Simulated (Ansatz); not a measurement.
Gas-phase reaction R1 → P1, each structure at its B3LYP-D3(BJ)/def2-TZVP stationary point, reached from a drawn start; harmonic modes at that level show minima.
R1, C2H3N (SMILES [C-]#[N+]C) (charge 0, multiplicity 1):
```xyz
6

C     -0.4821     0.0077    -0.0106
N      0.9354    -0.0149     0.0206
C      2.0994    -0.0334     0.0462
H     -0.8457    -0.6917    -0.7631
H     -0.8772    -0.2783     0.9638
H     -0.8298     1.0106    -0.2570
```
P1, C2H3N (SMILES CC#N) (charge 0, multiplicity 1):
```tsv
atom	x (Å)	y (Å)	z (Å)
C	-0.4885	0.0037	-0.0081
C	0.9657	-0.0074	0.0159
N	2.1148	-0.0162	0.0350
H	-0.8587	-0.7598	-0.6926
H	-0.8821	-0.1975	0.9885
H	-0.8512	0.9772	-0.3388
```

P less R. No zero-point or thermal terms.

Cores are frozen in the correlated methods.

The values were computed with Ansatz (Gaussian orbitals). All values are computed, each at the level named.

Total energies in hartree:

```
structure  PBE/def2-TZVPP  B3LYP/def2-TZVPP  CCSD(T)/cc-pVQZ
---------  --------------  ----------------  ---------------
R1            -132.595980       -132.773815      -132.526980
P1            -132.635780       -132.811327      -132.565543
```

**Question.** Work out the reaction energy at each level in kcal/mol (1 hartree = 627.50947 kcal/mol), and say how far PBE/def2-TZVPP lies from CCSD(T)/cc-pVQZ.

**Answer.** 
- PBE/def2-TZVPP: (-132.635780) − (-132.595980) = -0.039800 hartree = -24.97 kcal/mol
- B3LYP/def2-TZVPP: (-132.811327) − (-132.773815) = -0.037512 hartree = -23.54 kcal/mol
- CCSD(T)/cc-pVQZ: (-132.565543) − (-132.526980) = -0.038563 hartree = -24.20 kcal/mol
PBE/def2-TZVPP less CCSD(T)/cc-pVQZ: -0.77 kcal/mol. CCSD(T)/cc-pVQZ is the level counted from, the highest shown, and no exact or measured value.

Ansatz is a quantum-chemistry and plane-wave program.
